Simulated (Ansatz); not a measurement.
One change: `S[CH2][ZnH]` becomes `O[CH2][ZnH]`.

Ansatz, PBE0-D4/def2-TZVP geometries, multiplicity 1. Each molecule was computed in one conformer, which needn't be the lowest.

Scalar relativity is left out up to krypton.

```tsv
property	`S[CH2][ZnH]`
size of the dipole moment (ωB97M-V/def2-TZVPP) / D	1.43
HOMO–LUMO gap (PBE/def2-TZVPP) / eV	3.89
ideal-gas entropy at 298 K and 1 bar (rigid rotor, harmonic PBE0-D4/def2-TZVP) / J/(mol·K)	311
HOMO energy (PBE/def2-TZVPP) / eV	-5.26
HOMO–LUMO gap (ωB97M-V/def2-TZVPP) / eV	9.28
HOMO energy (B3LYP/def2-TZVPP) / eV	-6.18
```

Question: What does the change do to each property? (An estimate is asked.)

Answer: Ansatz gave: 
| property | `O[CH2][ZnH]` | shift |
| --- | --- | --- |
| size of the dipole moment (ωB97M-V/def2-TZVPP) / D | 1.40 | -0.03 |
| HOMO–LUMO gap (PBE/def2-TZVPP) / eV | 3.77 | -0.12 |
| ideal-gas entropy at 298 K and 1 bar (rigid rotor, harmonic PBE0-D4/def2-TZVP) / J/(mol·K) | 295 | -16 |
| HOMO energy (PBE/def2-TZVPP) / eV | -5.21 | 0.05 |
| HOMO–LUMO gap (ωB97M-V/def2-TZVPP) / eV | 9.40 | 0.12 |
| HOMO energy (B3LYP/def2-TZVPP) / eV | -6.31 | -0.13 |

With PBE0 the HOMO falls by 0.11 eV and the LUMO falls by 0.06 eV, so the gap widens by about 0.05 eV. PBE moves the HOMO by 0.05 eV and ωB97M-V by -0.20 eV. Dipoles are sizes alone; their direction can turn.

B3LYP here is the variant with VWN-RPA as its local correlation; programs differ in this.
